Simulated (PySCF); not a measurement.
**SnC⁺ at PBE0**

Computed with PBE0; basis Sn aug-cc-pVDZ-PP with ECP28, C aug-cc-pVDZ; scalar-relativistic core potentials; PySCF 2.14.

| Quantity | Value |
| --- | --- |
| state | ⁴Σ⁻ (quartet), unpaired electrons σ ↑, π ↑↑ |
| bond length | 2.128 Å |
| harmonic wavenumber | 590 cm⁻¹ |
| force constant | 2.24 mdyn/Å |
| rotational constant Be | 0.3413 cm⁻¹ |
| anharmonicity ωexe | 2.96 cm⁻¹ |
| vibration–rotation constant αe | 0.00240 cm⁻¹ |
| well depth De to Sn⁺ + C | 2.75 eV |
| dissociation energy D0 | 2.72 eV |
| bond order (Mayer) | 1.14 |
| dipole moment (positive dipole points towards C; it is taken about the centre of mass and depends on that origin) | -0.77 D |

Spin–orbit coupling is left out, which matters for elements this heavy, above all for dissociation energies. For an ion De counts to the pair picked by the measured ionisation energies or electron affinities, which need not be the lowest pair at this level. The state is the lowest determinant that a PBE0 search found; another state may lie lower at other levels.
